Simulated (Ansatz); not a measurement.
A nudged elastic band was laid between two geometries of BClFH$_{3}$O (7 atoms, charge 0, multiplicity 1).

Theory: RKS PBE0/def2-SVP (Ansatz 0.2.0).

```json
{
 "movable images": "9",
 "climbing image": "yes",
 "spring": "5.0 eV/Å²",
 "optimiser": "quadratic models (default)",
 "start path": "through a guess of the saddle point",
 "force threshold": "0.05 eV/Å",
 "iteration limit": "60",
 "end points": "relaxed"
}
```

Initial state:

```xyz
7
Properties=species:S:1:pos:R:3
B 0.023 0.054 0.153
F -0.121 -0.694 1.279
Cl 1.620 -0.215 -0.718
H -0.941 0.178 -0.561
O 0.295 1.586 0.812
H 1.245 1.733 0.657
H 0.177 1.483 1.770
```

Final state:

```xyz
7
Properties=species:S:1:pos:R:3
B 0.494 0.296 -0.373
F -1.124 0.417 2.511
Cl 1.571 0.406 -1.757
H -0.446 -0.446 -0.383
O 0.723 1.057 0.720
H 1.497 1.631 0.660
H -0.417 0.766 2.016
```

(1) What changes between the two ends?

(2) What energy profile does the band end with?

(3) What is the geometry of the highest image?

(4) What are the harmonic wavenumbers there?

Results:

(1) Bonds broken: B1–F2, O5–H7. Bonds formed: F2–H7. BClFH3O becomes BClH2O + FH.

(2) The run converged. The highest image is number 3 of 0 to 10, 22.1 kcal/mol above the first end and 12.8 kcal/mol above the last; the last end lies 9.3 kcal/mol above the first. A vibrational analysis at the climbing image gives one clearly imaginary mode, 899i cm⁻¹: a first-order saddle point. The orbitals stay closed-shell, which can raise the energy where a bond breaks towards radicals; this wasn't checked here.

| image | path coordinate (Å) | energy (kcal/mol) | B1–F2 (Å) | O5–H7 (Å) | F2–H7 (Å) |
| --- | --- | --- | --- | --- | --- |
| 0 | 0.00 | 0.0 | 1.36 | 0.97 | 2.25 |
| 1 | 0.34 | 1.8 | 1.38 | 0.98 | 1.88 |
| 2 | 0.68 | 11.1 | 1.47 | 1.04 | 1.46 |
| 3 | 1.02 | 22.1 | 1.65 | 1.29 | 1.10 |
| 4 | 1.47 | 14.6 | 2.10 | 1.68 | 0.95 |
| 5 | 1.92 | 10.5 | 2.57 | 1.87 | 0.93 |
| 6 | 2.37 | 9.7 | 2.88 | 1.85 | 0.93 |
| 7 | 2.82 | 9.7 | 3.07 | 1.80 | 0.93 |
| 8 | 3.27 | 9.6 | 3.20 | 1.77 | 0.93 |
| 9 | 3.72 | 9.4 | 3.28 | 1.75 | 0.93 |
| 10 | 4.16 | 9.3 | 3.31 | 1.75 | 0.93 |

(3) 
```xyz
7
Properties=species:S:1:pos:R:3
B 0.103 0.330 0.035
F -0.126 -0.330 1.533
Cl 1.595 -0.342 -0.689
H -0.932 0.212 -0.559
O 0.314 1.617 0.738
H 1.237 1.900 0.669
H 0.107 0.739 1.667
```

(4) 899i, 260, 343, 494, 650, 734, 805, 948, 984, 1140, 1191, 1230, 2064, 2711, 3850 cm⁻¹.

Run time: 6.6 min on 1 thread of Intel(R) Xeon(R) Platinum 8259CL CPU @ 2.50GHz (Skylake/Cascade Lake) (shared host), peak memory 0.19 GiB.
